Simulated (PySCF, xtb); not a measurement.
NbO, SMILES [O]=[Nb] (connectivity only; charge and spin as stated), neutral, multiplicity 4.

Harmonic wavenumbers (cm⁻¹) from GFN2-xTB (xtb) at its own minimum, in rising order: 722.

What does B3LYP-D3(BJ)/def2-TZVPD (PySCF) give at its own minimum? (The exact figures need the calculation; the answer reports its results.)

1017. Paired by order, the mean absolute difference is 295 cm⁻¹ and the zero-point energies are 1.0 and 1.5 kcal/mol.
